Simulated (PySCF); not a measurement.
## How the method changes the constants of SeF

State: ²Π (doublet), unpaired electrons π ↑. Set-up: PySCF, no relativity, basis sets Se def2-TZVPP, F def2-TZVPP. De refers to Se + F in their high-spin ground configurations, without counterpoise correction. The functionals are run spin-unrestricted. A positive dipole means Se(−)F(+).

```csv
Level,Re (Å),ωe (cm⁻¹),De (eV),μ (D),"CPU s a point (SCF and correlation, without the integrals)"
UHF,1.708,760,1.31,-1.69,1.5
UHF-MP2,1.741,706,3.45,n/a,2.3
UHF-SCS-MP2,1.744,696,3.32,n/a,n/a
UHF-CCSD,1.735,714,3.03,n/a,n/a
UHF-CCSD(T),1.743,696,3.21,n/a,85
PBE,1.767,662,3.90,-1.36,1.7
PW91,1.766,663,3.93,-1.37,1.3
r²SCAN,1.746,691,3.52,-1.33,2.2
PBE0,1.738,708,3.42,-1.43,3.2
r²SCAN0,1.727,724,3.15,-1.42,2.8
MN15,1.729,718,3.52,-1.52,2.8
BHandHLYP,1.726,727,2.96,-1.61,1.6
ωB97M-V,1.741,709,3.49,-1.54,7.9
```

Which functional lies closest to UHF-CCSD(T) in De, which farthest, and by how much do they differ from it?

Closest is r²SCAN0 (-1.6 pm in Re, +4.0 % in ωe, -0.06 eV in De against UHF-CCSD(T) in the same basis), farthest PW91 (+2.3 pm in Re, -4.7 % in ωe, +0.72 eV in De). CCSD(T) converges more slowly with the basis than the functionals do and binds too weakly in this one, so the order can change at the basis-set limit.

What does a quarter of exact exchange do here, going from PBE to PBE0?

PBE0 less PBE: -2.9 pm in Re, +6.9 % in ωe, -0.48 eV in De. Exact exchange removes part of the self-interaction that spreads semilocal densities, and in most molecules shortens and stiffens the bond and lowers De; so it does here.

What does the step from GGA to meta-GGA do here, going from PBE to r²SCAN?

r²SCAN less PBE: -2.1 pm in Re, +4.4 % in ωe, -0.38 eV in De. 

Correlated steps freeze 10 core orbitals. Spin–orbit coupling is left out. The state was picked by a PBE0 search and need not be the measured ground state.

The whole job (state search and all levels along the bond) took about 17 min on 1 thread of Arm Neoverse V1 (shared host), peak memory 1.9 GiB.
